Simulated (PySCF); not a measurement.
**Dipole response of Ir⁺ (iridium, charge +1)**

[Xe] 4f14 5d7 6s1, high-spin 5F determinant. All numbers are calculated (PySCF 2.14, the spin-free X2C one-electron Hamiltonian (Gaussian nucleus), in ANO-RCC-VTZP (8s7p5d3f1g, 84 functions)). Coupled (time-dependent) response in atomic units; α is the mean over directions. The basis has no added diffuse functions, which lowers α and C₆.

| method | mean α (bohr³) | C₆ (like pair) | S(−4) |
| --- | --- | --- | --- |
| PBE0 | 24.47 | 193.4 | 241.0 |

S(−4) is the Cauchy moment in α(ω) = α(0) + S(−4) ω² + …

Spin-orbit coupling is absent.

α(iu) at PBE0:

```csv
u (hartree),α(iu) (bohr³)
0,24.47
0.0500,23.89
0.100,22.36
0.200,18.23
0.300,14.58
0.500,10.02
0.750,7.140
1.00,5.493
1.50,3.589
2.00,2.519
3.00,1.426
5.00,0.6356
```

For an ion, C₆ is the dispersion term alone; charge-induced terms of lower order in 1/R come first.

Spin-orbit coupling, absent here, splits the open shell strongly.
